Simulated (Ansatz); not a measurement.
`FC(F)=CC=C(F)F` + H₂ → `F/C=C\C=C(F)F` + H–F  (hydrogenolysis of a C–F bond)

Gas-phase electronic energies from Ansatz, PBE0-D4/def2-TZVP geometries. CBS: MP2 limit from def2 TZ/QZ plus the TZ coupled-cluster correction, frozen cores. This one scheme is used for every species. Functionals use def2-TZVPP. HSE06 is defined as in plane-wave codes. One conformer a species, not always the lowest.

`FC(F)=CC=C(F)F`:

Cartesian coordinates in Å:
```
F 2.812 -0.997 -0.034
C 1.790 -0.207 -0.262
F 2.175 0.851 -0.940
C 0.550 -0.447 0.135
C -0.550 0.447 -0.135
C -1.790 0.207 0.262
F -2.175 -0.851 0.940
F -2.812 0.997 0.034
H 0.384 -1.362 0.686
H -0.384 1.362 -0.686
```

H₂:

```xyz
2

H     0.204    0.062    0.306
H    -0.204   -0.062   -0.306
```

`F/C=C\C=C(F)F`:

Z-matrix (Å, degrees):
```
C
C 1 1.327
F 1 1.338 2 122.0
H 1 1.082 2 125.3 3 180.0
C 2 1.442 1 124.3 3 -0.0
H 2 1.083 1 116.6 3 180.0
C 5 1.325 2 123.1 1 180.0
H 5 1.081 2 120.0 1 -0.0
F 7 1.314 5 125.2 2 -0.0
F 7 1.311 5 124.7 2 -180.0
```

H–F:

Z-matrix (Å, degrees):
```
F
H 1 0.920
```

```
         species  HSE06-D4 energy (Eh)
`FC(F)=CC=C(F)F`            -552.60946
              H₂              -1.16802
 `F/C=C\C=C(F)F`            -453.41680
             H–F            -100.39003
```

Task: Work out ΔE.

Result: ΔE = (-453.41680) + (-100.39003) − (-552.60946) − (-1.16802) = -0.02935 Eh = -77.1 kJ/mol. CCSD(T)/CBS gives -92.0 kJ/mol.

Largest T1 diagnostic among the species: 0.013.

From BLYP to BHLYP (50 % exact exchange), in def2-TZVPP and without D4, ΔE moves by −9.6 kJ/mol. Leaving LDA and LC-ωPBE aside and taking each functional with its dispersion term where it has one, the values, not all of them listed here, spread over 15.9 kJ/mol, from PBE-QIDH to r2SCAN-D4. LDA lies +10.0 kJ/mol from PBE without D4. At CCSD(T), def2-SVP lies +24.6 kJ/mol from the extrapolated value and def2-TZVPP +5.8 kJ/mol.
